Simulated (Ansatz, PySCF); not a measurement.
Reaction R1 → 2 P1, each structure at its B3LYP-D3(BJ)/def2-TZVP stationary point, reached from a drawn start (curvature not checked).
R1, H6Sn2 (SMILES [SnH3][SnH3]) (charge 0, multiplicity 1):
```xyz
8

Sn    -1.394     0.000     0.000
Sn     1.394     0.000     0.000
H     -2.001     1.602     0.000
H     -2.001    -0.801     1.387
H     -2.001    -0.801    -1.387
H      2.001    -1.602     0.000
H      2.001     0.801    -1.387
H      2.001     0.801     1.387
```
P1: H3Sn (SMILES [SnH3]), charge 0, multiplicity 2.

P less R. No zero-point or thermal terms; singlets are restricted closed shells; open shells are unrestricted; no spin–orbit coupling.

Cores are frozen in the correlated methods. In cc and def2 sets filled d and f shells under p-block atoms count as core. CBS(a, b) extrapolates the correlation energy as X⁻³ and adds the Hartree–Fock energy of set b.

Programs: Ansatz (Gaussian orbitals); PySCF for the D3/D4 terms. No computed number here is a measurement. Elements past Kr take the def2 small-core potentials, without spin–orbit coupling.

PBE/def2-TZVPP gives 58.92 kcal/mol for the reaction energy.

**Question.** Where do these levels fall relative to PBE: PBE-D3(BJ)/def2-TZVPP, r2SCAN/def2-TZVPP, PBE0/def2-TZVPP, wB97M-V/def2-TZVPP, B2PLYP/def2-TZVPP, MP2/CBS(def2-TZVPP, def2-QZVPP), CCSD(T)/CBS(def2-TZVPP, def2-QZVPP).

**Answer.** PBE-D3(BJ)/def2-TZVPP 1.39; r2SCAN/def2-TZVPP -0.98; PBE0/def2-TZVPP 0.83; wB97M-V/def2-TZVPP 2.07; B2PLYP/def2-TZVPP -0.97; MP2/CBS(def2-TZVPP, def2-QZVPP) 1.69; CCSD(T)/CBS(def2-TZVPP, def2-QZVPP) 1.66 kcal/mol. 5 of 7 lie above PBE; the widest gap is to wB97M-V/def2-TZVPP.

Ansatz is a first-principles code.
